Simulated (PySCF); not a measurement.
Distorted geometries of [ReO3Cl]−

[ReO3Cl]− (doublet). PySCF 2.14.0, UKS r2SCAN, Re def2-SVP with ECP60, O def2-SVP, Cl def2-SVP; non-relativistic Hamiltonian with scalar-relativistic core potentials where named; density fitting; no spin-orbit coupling. Relaxed geometry:

```xyz
5

Re    0.0000    0.1666    0.0403
O     1.5139    0.0338    0.8931
O     0.0000    1.6822   -0.8065
O    -1.5139    0.0338    0.8931
Cl    0.0000   -2.1318   -0.7314
```

Task: Order these distorted geometries by energy above the relaxed one, lowest first.
A.
```xyz
5

Re   -0.0276    0.0968    0.0123
O     1.4942    0.0037    0.8960
O    -0.0401    1.6828   -0.6972
O    -1.4639   -0.0041    0.8200
Cl    0.0374   -1.9945   -0.7425
```
B.
```xyz
5

Re   -0.0384    0.2514    0.0361
O     1.6828   -0.0242    0.9371
O     0.0401    1.6088   -0.7987
O    -1.5738    0.1003    0.8058
Cl   -0.1107   -2.1517   -0.6917
```
C.
```xyz
5

Re    0.0837    0.2245   -0.0212
O     1.6848   -0.1744    1.0947
O    -0.1911    1.8275   -0.6286
O    -1.5489   -0.0750    0.6717
Cl   -0.0285   -2.0180   -0.8279
```

Result: A (0.53 eV), B (1.38 eV), C (1.41 eV).

Task: Which forces (eV/Å) act in the one that lies 1.41 eV up?

Result: 
```
Re   1.09 -2.00  5.10
O   -4.94  1.96 -3.67
O    1.13 -0.32 -0.14
O    2.51  0.43 -0.71
Cl   0.22 -0.07 -0.57
```
Forces carry noise of the integration grid, about 0.01 to 0.03 eV/Å.

No frequency check is given that shows the relaxed geometry to be a minimum. Open shells may have lower solutions than the one found.
